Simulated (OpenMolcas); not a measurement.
A calculation on K.

- Program: OpenMolcas
- Method: CASSCF
- Basis: ANO-RCC-VTZP [6s5p2d1f]
- Scalar Hamiltonian: DKH2, point nucleus
- Active space: 1 electron in 4 orbitals (4s 4p)
- State averaging: 2S+1 = 2 even, 1 root; 2S+1 = 2 odd, 3 roots
- Spin-orbit coupling: RASSI with atomic mean-field integrals over the reference wave functions, term energies averaged over their components

Task: Which level of the active space comes out lowest?

Result: 4s ²S_1/2, with 100 % of that term; it is also the measured ground level.

Task: How high does 4p ²P°_3/2 lie?

Result: 11536 cm⁻¹ above the lowest level; measured 13043 cm⁻¹ above the ground level, so the calculation is off by -12 %.

Task: How high does 4p ²P°_1/2 lie?

Result: 11499 cm⁻¹ above the lowest level; measured 12985 cm⁻¹ above the ground level, so the calculation is off by -11 %.

Measured values: NIST Handbook of Basic Atomic Spectroscopic Data.

ANO sets are built for ground and valence states and can reach diffuse excited orbitals poorly. With one active electron the reference holds no correlation, so core polarisation is missing. Computed and measured levels are paired by configuration, term and J; levels that our copy of the source lacks, or whose pairing is in doubt (as where it misses far off the trend of its configuration), stay unpaired and out of the deviations. Only configurations of the active space appear.

° marks odd parity.
